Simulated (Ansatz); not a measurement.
Ansatz (an electronic-structure program) input:

Ansatz 0.2 input:
```yaml
crystal:
  periodic: [false, false, false]
  atoms:
    - {symbol: Sr, position_ang: [0.21449557, -0.11091325, -0.16384596]}
    - {symbol: F, position_ang: [-0.68239543, 1.67362700, -0.92907557]}
    - {symbol: F, position_ang: [-0.22325252, -1.20532662, 1.62086962]}
basis:
  gaussian:
    orbitals: def2-SVPD
magnetization: {spin_polarized: false}
correlation: {method: ccsd_t, electrons: outside_noble_gas}
output: {forces: true}
```

Question: Which total energy does the run end on?

Answer: -229.66971 Eh (CCSD(T)/def2-SVPD). The basis has 72 functions.
